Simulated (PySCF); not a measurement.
**Vibration and rotation of CsSn**

HSE06 constants of CsSn, ⁴Σ⁻ (quartet), unpaired electrons σ ↑, π ↑↑ (basis Cs def2-SVPD with ECP46, Sn def2-SVPD with ECP28; scalar-relativistic core potentials; PySCF 2.14; masses 132.9054 and 119.9022 u):

```
ωe              : 87.4 cm⁻¹
ωexe            : 0.194 cm⁻¹
Be              : 0.020782 cm⁻¹
αe              : 6.52e-05 cm⁻¹
D (centrifugal) : 4.7e-09 cm⁻¹
De to Cs + Sn   : 1.43 eV
```

Give the vibrational terms G(v) and spacings up to v = 6.

G(v) = ωe(v+½) − ωexe(v+½)².

```json
{"v": "0", "G(v) (cm⁻¹)": "43.7", "G(v) − G(v−1)": "", "Bv (cm⁻¹)": "0.02075"}
{"v": "1", "G(v) (cm⁻¹)": "130.7", "G(v) − G(v−1)": "87.0", "Bv (cm⁻¹)": "0.02068"}
{"v": "2", "G(v) (cm⁻¹)": "217.3", "G(v) − G(v−1)": "86.6", "Bv (cm⁻¹)": "0.02062"}
{"v": "3", "G(v) (cm⁻¹)": "303.5", "G(v) − G(v−1)": "86.2", "Bv (cm⁻¹)": "0.02055"}
{"v": "4", "G(v) (cm⁻¹)": "389.4", "G(v) − G(v−1)": "85.8", "Bv (cm⁻¹)": "0.02049"}
{"v": "5", "G(v) (cm⁻¹)": "474.8", "G(v) − G(v−1)": "85.5", "Bv (cm⁻¹)": "0.02042"}
{"v": "6", "G(v) (cm⁻¹)": "559.9", "G(v) − G(v−1)": "85.1", "Bv (cm⁻¹)": "0.02036"}
```

How well does the Morse estimate ωe²/(4ωexe) reproduce De, and what is D0?

It gives 1.22 eV, 85 % of the computed De. D0 = De − G(0) = 1.43 − 0.01 = 1.42 eV.

These are scalar-relativistic numbers at best; spin–orbit coupling would shift them, the dissociation energy most. The state is the lowest determinant that a PBE0 search found; another state may lie lower at other levels.
